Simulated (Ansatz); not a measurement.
`CBC#CCC` and `CCC#CF` differ in one atom or group.

Ansatz, PBE0-D4/def2-TZVP geometries, multiplicity 1. 

```json
{"property": "HOMO energy (B3LYP/def2-TZVPP) / eV", "`CBC#CCC`": "-7.08"}
{"property": "HOMO–LUMO gap (B3LYP/def2-TZVPP) / eV", "`CBC#CCC`": "5.40"}
{"property": "size of the dipole moment (PBE/def2-TZVPP) / D", "`CBC#CCC`": "1.79"}
{"property": "LUMO energy (B3LYP/def2-TZVPP) / eV", "`CBC#CCC`": "-1.68"}
{"property": "LUMO energy (PBE/def2-TZVPP) / eV", "`CBC#CCC`": "-2.41"}
{"property": "LUMO energy (PBE0/def2-TZVPP) / eV", "`CBC#CCC`": "-1.49"}
```

Problem. What does the change do to each property? (An estimate is asked.)

Solution. Ansatz gave: 
| property | `CCC#CF` | shift |
| --- | --- | --- |
| HOMO energy (B3LYP/def2-TZVPP) / eV | -7.35 | -0.27 |
| HOMO–LUMO gap (B3LYP/def2-TZVPP) / eV | 8.08 | 2.68 |
| size of the dipole moment (PBE/def2-TZVPP) / D | 1.18 | -0.61 |
| LUMO energy (B3LYP/def2-TZVPP) / eV | 0.73 | 2.41 |
| LUMO energy (PBE/def2-TZVPP) / eV | 0.26 | 2.67 |
| LUMO energy (PBE0/def2-TZVPP) / eV | 1.08 | 2.57 |

With PBE0 the HOMO falls by 0.28 eV and the LUMO rises by 2.57 eV, so the gap widens by about 2.85 eV. PBE moves the HOMO by -0.15 eV and ωB97M-V by -0.34 eV. Dipoles are sizes alone; their direction can turn.

B3LYP here is the variant with VWN-RPA as its local correlation; programs differ in this.
